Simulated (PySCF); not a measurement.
C₃H₁₁Si₃ (doublet state).
Z-matrix (Å and degrees, GFN2-xTB geometry), rows numbered from 1:
```
Si
C   1  1.9165
C   2  1.2885  1  126.18
Si  3  1.8329  2  151.31  1     0.80
C   4  1.9048  3  107.12  2   101.02
Si  5  1.8941  4  115.73  3    51.91
H   1  1.4592  2  109.59  3    -0.55
H   1  1.4652  2  107.37  3  -121.44
H   1  1.4649  2  107.37  3   120.45
H   2  1.0867  1  112.08  3   179.60
H   4  1.4702  3  107.59  2  -139.95
H   4  1.4795  3  115.25  2   -19.44
H   5  1.0906  4  108.01  3   174.29
H   5  1.0910  4  108.93  3   -71.03
H   6  1.4646  5  110.06  4   -65.55
H   6  1.4690  5  109.74  4   174.90
H   6  1.4644  5  110.14  4    55.61
```

The hyperfine couplings belong to this conformer and change with its torsions.

As a line formula: `[SiH3]/C=[C]\[SiH2]C[SiH3]` [radical].

Computed with UKS B3LYP, pcH-1 on C H Si, non-relativistic, mean-field spin-orbit, GIAO (PySCF). One conformer (not necessarily the lowest) at the GFN2-xTB geometry, without solvent, vibrations or thermal averaging. A GFN2-xTB geometry isn't a minimum of the functional, and hyperfine couplings can be far from their values at a DFT geometry. Stability of the SCF solution: not tested.

(1) What is the g tensor, term by term?

(2) What are the electron Larmor frequencies g μB B/h along the three axes at 3350 mT?

(3) Average each term over the three axes. Which is largest in size?

(4) What effective moment and Curie constant follow for a powder?

(5) In a frozen sample, at which fields do the three g values resonate at 9.5, 34, 94 and 263 GHz (hyperfine left aside), and which band first spreads them over more than twice a line width of 0.3 mT?

Answers

(1) 
```csv
Δg (ppm),1,2,3
relativistic mass correction,-141,-141,-141
gauge correction,24,-1,6
orbital Zeeman/spin–orbit,-798,-55,567
total,-915,-197,433
```

So g = 2.00140, 2.00212, 2.00275 and g_iso = 2.00209; the tensor is rhombic: the two nearest values differ by 47 % of g3 − g1. Axes: g1 points within 6° of the C2–C3 bond.

(2) 93.8407, 93.8743, 93.9039 GHz for g1, g2 and g3, a range of 63.2 MHz.

(3) The mass correction -141, the orbital-Zeeman/spin–orbit term -95 and the gauge correction 10 ppm, for a total of -227 ppm. The mass correction is the largest in size. The mass correction is the same along every axis, so the anisotropy comes from the other two: their spans along these axes are 24 (gauge) and 1365 ppm (orbital Zeeman/spin–orbit).

(4) With the mean of g² = 4.0084 and S(S+1) = 0.75: μ_eff = √(⟨g²⟩S(S+1)) = 1.734 μB and χT = 0.12505·⟨g²⟩·S(S+1) = 0.376 cm³ K/mol (cgs; spin-Hamiltonian part alone).

(5) 
```csv
band,GHz,B(g3) mT,B(g2) mT,B(g1) mT,spread mT
X,9.5,338.91,339.02,339.14,0.23
Q,34.0,1212.94,1213.32,1213.76,0.82
W,94.0,3353.43,3354.48,3355.69,2.26
J,263.0,9382.47,9385.42,9388.79,6.32
```

The spread grows in proportion to the frequency. Q band is the first where it exceeds 0.6 mT.

The Mulliken spin populations are largest on C3 (+0.90), C2 (-0.15), Si1 (+0.10) and H10 (+0.08). No atom but C3 exceeds +0.15. The positive populations add up to 1.16 and the negative ones to -0.16, together 2S = 1.

The HOMO–LUMO gaps are 4.77 eV among the α and 5.32 eV among the β orbitals.

The run took 3.6 min (grids of density and orbitals included) on Intel Xeon at 2.50 GHz, one thread (shared host), and the process peaked at 0.97 GiB of memory.
